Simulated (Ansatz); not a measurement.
Gas-phase electronic energies from Ansatz, PBE0-D4/def2-TZVP geometries. CCSD(T)/CBS adds triple-zeta CCSD(T) − MP2 to the extrapolated MP2 energy (def2 sets, frozen cores). Functionals use def2-TZVPP. B3LYP here is the variant with VWN-RPA as its local correlation; programs differ in this. For Mg outer-core shells are correlated without core-valence functions, which leaves a few kJ/mol of doubt a bond. One conformer a species, not always the lowest.

Consider the substitution at a C–C bond: `C[CH2][Mg][CH3]` + `[SiH3][SiH2]S` → `CS[SiH2][SiH3]` + `[CH3][Mg][CH3]`.

(1) Is it downhill or uphill in electronic energy at CCSD(T)/CBS, and by how much? (Estimate.)

(2) What do these levels give: PBE-D4, B3LYP-D4, ωB97M-V, B2PLYP, PBE, r2SCAN, B3LYP, SCS-MP2/def2-TZVPP, CCSD/def2-TZVPP, CCSD(T)/def2-TZVPP, MP2/def2-QZVPP, HF/CBS(def2)? (Estimate.)

Largest T1 diagnostic among the species: 0.012.

Results:

(1) Ansatz gave: Downhill: ΔE = -0.14 eV.

(2) Computed: PBE-D4 -0.17, B3LYP-D4 -0.16, ωB97M-V -0.15, B2PLYP -0.14, PBE -0.15, r2SCAN -0.17, B3LYP -0.13, SCS-MP2/def2-TZVPP -0.13, CCSD/def2-TZVPP -0.10, CCSD(T)/def2-TZVPP -0.12, MP2/def2-QZVPP -0.16, HF/CBS(def2) -0.11 eV.

The D4 term adds −0.03 eV with B3LYP and −0.02 eV with PBE0; it sums over pairs of atoms, weighted by their polarisabilities, and B3LYP, whose exchange is more repulsive, gets the larger term.
